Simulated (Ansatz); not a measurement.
Cartesian coordinates (Å):
SMILES: [Cl][In]([Cl])[Cl]
```xyz
4

Cl    -1.2697    -1.9349    -0.0353
In     0.0000    -0.0001     0.0000
Cl     2.3104    -0.1324     0.0357
Cl    -1.0406     2.0673    -0.0003
```
Charge 0, spin multiplicity 1.

Method: frozen-core CCSD(T)/def2-TZVPP // B3LYP-D3(BJ)/def2-TZVP (Ansatz, an electronic-structure program).

```json
{
  "HF energy": "-1567.91943 Ha",
  "MP2 correlation energy": "-0.82781 Ha"
}
```

Question: Estimate the CCSD correlation energy, the (T) correction, the total energy and the T1 diagnostic.

Answer: 
* **CCSD correlation energy**: -0.86633 Ha
* **(T) correction**: -0.03480 Ha
* **CCSD(T) total energy**: -1568.82056 Ha
* **T1 diagnostic**: 0.013
